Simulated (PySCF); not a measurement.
Record of a relaxation.

C3H8AlN.
SMILES with atom numbers: `[CH2:1]=[CH:2][AlH:3][NH:4][CH3:5]` (hydrogens: H6, H7 on C1; H8 on C2; H9 on Al3; H10 on N4; H11, H12, H13 on C5)

Computed by this run: PBE0-D3(BJ)/def2-SVP geometry optimisation, gas phase in PySCF; density fitting, grid level 1; the optimiser is geomeTRIC in internal coordinates, started from a GFN2-xTB structure with every atom displaced at random (about 0.01 Å). The frame can shift and turn from step to step; on so coarse a grid that alone can change the energy by a few meV, and forces under 0.02 eV/Å are noise.

Step 0: E = -11313.8982 eV, largest atomic force 2.751 eV/Å
```
atom  x, y, z in Å  |  force x, y, z in eV/Å
C1      2.918    0.230    0.412   -1.666   0.153  -0.058
C2      1.603    0.221    0.748    0.375  -0.182  -0.818
Al3     0.330   -0.109   -0.753    1.254   0.302   1.341
N4     -1.399   -0.217   -0.738   -2.731  -0.178   0.286
C5     -2.505   -0.120    0.242    1.549   0.306  -0.018
H6      3.191    0.106   -0.626    0.392  -0.167  -0.543
H7      3.719    0.426    1.105    0.535   0.050   0.536
H8      1.376    0.392    1.796   -0.195   0.038   0.426
H9      0.977   -0.292   -2.120    0.411  -0.133  -0.943
H10    -1.839   -0.408   -1.643    0.426   0.050   0.032
H11    -3.199    0.702    0.022   -0.039   0.225  -0.118
H12    -2.058    0.084    1.237   -0.307  -0.117  -0.141
H13    -3.109   -1.031    0.308   -0.004  -0.346   0.018
```

Step 1: E = -11314.0311 eV, largest atomic force 1.472 eV/Å
```
atom  x, y, z in Å  |  force x, y, z in eV/Å
C1      2.847    0.232    0.440   -0.767   0.198  -0.073
C2      1.525    0.211    0.708    0.081  -0.140  -0.507
Al3     0.329   -0.123   -0.837    0.686   0.200   0.936
N4     -1.420   -0.228   -0.795   -1.451  -0.099   0.222
C5     -2.413   -0.109    0.274    0.855   0.186  -0.191
H6      3.200    0.111   -0.583    0.245  -0.124  -0.240
H7      3.611    0.434    1.189    0.223  -0.023   0.251
H8      1.241    0.376    1.750   -0.146   0.002   0.182
H9      1.004   -0.306   -2.214    0.263  -0.086  -0.601
H10    -1.902   -0.417   -1.675    0.238   0.034   0.023
H11    -3.113    0.727    0.110   -0.026   0.103  -0.037
H12    -1.883    0.091    1.222   -0.207  -0.079  -0.012
H13    -3.021   -1.017    0.399    0.008  -0.172   0.048
```

Step 2: E = -11314.0978 eV, largest atomic force 0.278 eV/Å
```
atom  x, y, z in Å  |  force x, y, z in eV/Å
C1      2.752    0.244    0.471    0.068   0.084   0.256
C2      1.418    0.201    0.629    0.081  -0.066  -0.254
Al3     0.325   -0.136   -0.948    0.190   0.047   0.138
N4     -1.440   -0.236   -0.848   -0.159  -0.030   0.032
C5     -2.288   -0.093    0.317    0.061   0.016  -0.270
H6      3.266    0.107   -0.490   -0.157  -0.025  -0.066
H7      3.424    0.431    1.317    0.079  -0.006   0.025
H8      1.051    0.357    1.652   -0.048   0.002  -0.022
H9      1.022   -0.323   -2.358    0.000  -0.018  -0.071
H10    -1.970   -0.423   -1.696   -0.026   0.026   0.097
H11    -2.991    0.754    0.221   -0.043   0.011   0.048
H12    -1.675    0.098    1.211   -0.013  -0.024   0.010
H13    -2.887   -0.999    0.512   -0.033  -0.018   0.077
```

Step 3: E = -11314.1014 eV, largest atomic force 0.327 eV/Å
```
atom  x, y, z in Å  |  force x, y, z in eV/Å
C1      2.759    0.255    0.501    0.032  -0.084  -0.259
C2      1.422    0.198    0.605    0.052   0.060   0.318
Al3     0.333   -0.138   -0.964   -0.013  -0.009  -0.114
N4     -1.441   -0.236   -0.847    0.154  -0.007  -0.034
C5     -2.279   -0.091    0.317   -0.071  -0.010  -0.044
H6      3.237    0.107   -0.478    0.154   0.043   0.102
H7      3.437    0.434    1.349   -0.089  -0.003  -0.085
H8      1.025    0.351    1.619   -0.105  -0.005  -0.015
H9      1.020   -0.332   -2.391   -0.069   0.002   0.070
H10    -1.978   -0.421   -1.688   -0.039   0.003  -0.011
H11    -2.985    0.757    0.232   -0.011  -0.015   0.019
H12    -1.665    0.096    1.210    0.021   0.006   0.032
H13    -2.879   -0.997    0.525   -0.016   0.018   0.022
```

Step 4: E = -11314.1076 eV, largest atomic force 0.085 eV/Å
```
atom  x, y, z in Å  |  force x, y, z in eV/Å
C1      2.774    0.252    0.488   -0.012  -0.001  -0.008
C2      1.437    0.197    0.612    0.070   0.014   0.047
Al3     0.334   -0.139   -0.953    0.008   0.003  -0.018
N4     -1.440   -0.236   -0.839   -0.007  -0.011   0.002
C5     -2.298   -0.093    0.312    0.032   0.008   0.007
H6      3.276    0.116   -0.480   -0.014  -0.002   0.007
H7      3.445    0.436    1.337   -0.011   0.002  -0.009
H8      1.043    0.350    1.627   -0.034  -0.009  -0.015
H9      1.009   -0.334   -2.380   -0.036  -0.004   0.011
H10    -1.973   -0.419   -1.684    0.004   0.001  -0.035
H11    -3.005    0.754    0.220    0.002  -0.003  -0.005
H12    -1.696    0.095    1.214   -0.003   0.004   0.019
H13    -2.901   -0.998    0.515    0.001  -0.001  -0.003
```

Step 5: E = -11314.1082 eV, largest atomic force 0.025 eV/Å
```
atom  x, y, z in Å  |  force x, y, z in eV/Å
C1      2.766    0.253    0.491   -0.009   0.010   0.011
C2      1.429    0.195    0.613    0.022  -0.003  -0.012
Al3     0.334   -0.141   -0.959    0.013   0.005   0.015
N4     -1.438   -0.238   -0.845   -0.001  -0.009   0.003
C5     -2.286   -0.091    0.314   -0.003   0.002  -0.011
H6      3.269    0.118   -0.475   -0.003  -0.003  -0.003
H7      3.435    0.440    1.342    0.006   0.000   0.006
H8      1.026    0.346    1.625   -0.008  -0.003  -0.007
H9      1.004   -0.337   -2.386   -0.011  -0.004  -0.007
H10    -1.975   -0.419   -1.689   -0.001   0.007   0.012
H11    -2.992    0.756    0.226   -0.002   0.001   0.000
H12    -1.677    0.096    1.212    0.000  -0.001  -0.007
H13    -2.889   -0.995    0.522   -0.001  -0.002   0.001
```

Step 6: E = -11314.1084 eV, largest atomic force under 0.02 eV/Å
```
atom  x, y, z in Å  |  force x, y, z in eV/Å
C1      2.768    0.256    0.495    0.002   0.003   0.000
C2      1.431    0.193    0.608   -0.001  -0.001  -0.004
Al3     0.335   -0.143   -0.963    0.009   0.002   0.007
N4     -1.438   -0.239   -0.844    0.006  -0.005  -0.002
C5     -2.285   -0.091    0.314   -0.011   0.000   0.006
H6      3.277    0.123   -0.469   -0.001   0.000  -0.002
H7      3.432    0.444    1.350    0.002   0.001   0.004
H8      1.021    0.342    1.617   -0.005   0.000   0.001
H9      0.995   -0.341   -2.394   -0.004  -0.003  -0.007
H10    -1.976   -0.419   -1.687    0.002   0.004   0.004
H11    -2.990    0.757    0.226    0.000   0.000   0.000
H12    -1.676    0.096    1.213    0.000   0.001  -0.006
H13    -2.889   -0.994    0.523    0.001   0.000  -0.001
```

Task: Summarise the path.

Result: The energy falls by 20.28 kJ/mol from step 0 to step 6; nine tenths of that is first reached at step 2. It falls at every step. The largest force goes from 2.751 to under 0.02 eV/Å. Among the bonds Al3–H9 changes most, from 1.523 to 1.588 Å; the atoms move by 0.271 Å rms after alignment.

Task: Follow the three bonds and two angles with the largest change from start to end.

Result: 
| step | E above end (kJ/mol) | largest force (eV/Å) | Al3–H9 (Å) | C2–Al3 (Å) | Al3–N4 (Å) | Al3–N4–C5 (°) | C2–Al3–N4 (°) |
| --- | --- | --- | --- | --- | --- | --- | --- |
| 0 | 20.28 | 2.751 | 1.523 | 1.996 | 1.733 | 138.3 | 129.8 |
| 1 | 7.46 | 1.472 | 1.545 | 1.982 | 1.753 | 133.6 | 126.4 |
| 2 | 1.03 | 0.278 | 1.584 | 1.948 | 1.771 | 128.6 | 121.5 |
| 3 | 0.67 | 0.327 | 1.596 | 1.939 | 1.780 | 128.8 | 121.0 |
| 4 | 0.07 | 0.085 | 1.591 | 1.944 | 1.780 | 129.7 | 121.6 |
| 5 | 0.02 | 0.025 | 1.589 | 1.945 | 1.779 | 129.1 | 121.2 |
| 6 | 0.00 | under 0.02 | 1.588 | 1.945 | 1.779 | 129.3 | 121.1 |

The cost below is that of the whole optimisation. Hardware: one thread, Arm Neoverse V2 (aarch64), shared host with 96 logical CPUs at a one-minute load of 40. Cost: 28 s of wall time, 0.47 GiB resident at most.
